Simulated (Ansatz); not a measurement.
Isolated molecules relaxed with PBE0-D4/def2-TZVP in Ansatz; ΔE leaves out vibrations. CCSD(T)/CBS is the MP2 limit (def2-TZVPP, def2-QZVPP) plus CCSD(T) − MP2 in def2-TZVPP, frozen cores. DFT in def2-TZVPP. B3LYP here is the variant with VWN-RPA as its local correlation; programs differ in this. HSE06 is defined as in plane-wave codes. One conformer a species, not always the lowest.

`CSB(C)O` → `CCB(O)S`  (isomerisation)

(1) Is it downhill or uphill in electronic energy at CCSD(T)/CBS, and by how much? (Estimate.)

(2) What do these levels give: HSE06-D4, CAM-B3LYP-D4, B2PLYP, B3LYP, r2SCANh, RPA@PBE/def2-TZVPP, HF/def2-TZVPP, MP2/def2-TZVPP, CCSD/def2-TZVPP, CCSD(T)/def2-TZVPP, SCS-MP2/def2-QZVPP, HF/CBS(def2)? (An estimate is asked.)

Largest T1 diagnostic among the species: 0.012.

## Answers

(1) Computed: Nearly level: ΔE = -1.7 kJ/mol.

(2) Ansatz gave: HSE06-D4 -0.1, CAM-B3LYP-D4 -2.1, B2PLYP -0.9, B3LYP -0.5, r2SCANh 0.2, RPA@PBE/def2-TZVPP -5.7, HF/def2-TZVPP -6.0, MP2/def2-TZVPP -2.0, CCSD/def2-TZVPP -5.7, CCSD(T)/def2-TZVPP -4.1, SCS-MP2/def2-QZVPP -1.5, HF/CBS(def2) -5.7 kJ/mol.

At CCSD(T), def2-SVP lies −14.1 kJ/mol from the extrapolated value and def2-TZVPP −2.5 kJ/mol. Leaving LDA and LC-ωPBE aside and taking each functional with its dispersion term where it has one, the values, not all of them listed here, spread over 5.4 kJ/mol, from PBE-QIDH to revPBE-D4. LDA lies −3.4 kJ/mol from PBE without D4. From BLYP to BHLYP (50 % exact exchange), in def2-TZVPP and without D4, ΔE moves by −4.5 kJ/mol.
